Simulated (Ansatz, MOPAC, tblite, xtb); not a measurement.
Bond stretch in SMILES [O]=[Re]([OH])(=[O])=[O]. The Re1–O5 bond (Re1 also carries O, O, O; O5 carries H) is pulled apart rigidly from the PBE0/def2-TZVP, def2 effective core potentials past Kr optimised geometry.

Levels: PM7, restricted, heats of formation (MOPAC); GFN2-xTB, 300 K electronic temperature (tblite); GFN1-xTB (xtb); UKS-PBE0 = unrestricted PBE0/def2-TZVP, def2 effective core potentials past Kr run with Ansatz (an electronic-structure program).

Energies relative to the lowest point of each curve near equilibrium, in kJ/mol; the last columns give the difference from UKS-PBE0:

```csv
R / Å,PM7,GFN2-xTB,GFN1-xTB,UKS-PBE0,PM7 − UKS-PBE0,GFN2-xTB − UKS-PBE0,GFN1-xTB − UKS-PBE0
1.48,418.0,209.0,199.5,399.6,18.3,-190.7,-200.1
1.61,139.6,45.0,31.1,120.0,19.5,-75.1,-89.0
1.71,39.5,5.6,0.0,27.9,11.6,-22.4,-27.9
1.77,10.9,0.0,1.6,5.4,5.5,-5.4,-3.8
1.82,0.3,1.9,9.9,0.0,0.3,1.9,9.9
1.88,0.0,9.9,25.7,5.6,-5.6,4.2,20.1
1.96,15.2,27.2,53.1,28.0,-12.7,-0.7,25.1
2.07,55.2,59.4,97.6,76.0,-20.7,-16.6,21.6
2.22,127.8,112.3,163.5,156.8,-29.1,-44.6,6.6
2.42,231.2,189.8,251.6,269.6,-38.4,-79.8,-18.0
2.64,334.6,274.6,342.1,383.7,-49.1,-109.1,-41.7
2.97,458.0,351.0,440.5,435.5,22.5,-84.6,5.0
3.36,564.7,399.9,496.6,432.3,132.5,-32.3,64.3
3.80,644.9,429.9,528.1,433.5,211.4,-3.6,94.6
4.42,715.4,—,—,436.5,279.0,—,—
5.26,773.4,—,—,439.2,334.2,—,—
```

PM7 is furthest from UKS-PBE0 at 5.26 (334.2 kJ/mol, above); its mean absolute difference over the points is 74.4 kJ/mol.

GFN2-xTB is furthest from UKS-PBE0 at 1.48 (-190.7 kJ/mol, below); its mean absolute difference over the points is 47.9 kJ/mol.

GFN1-xTB is furthest from UKS-PBE0 at 1.48 (-200.1 kJ/mol, below); its mean absolute difference over the points is 44.8 kJ/mol.

A dash means that the run gave no value there, or that the column was ended at a point which the program doubted or which failed a test of continuity chosen for this set; such a test can also cut sound points.

The restricted form behind PM7 keeps the bonding electrons paired and can't separate into open-shell fragments. The unrestricted determinant behind UKS-PBE0 is spin-contaminated at 2.97 to 5.26 Å (<S²> up to 1.0, against 0.00 for a pure singlet).
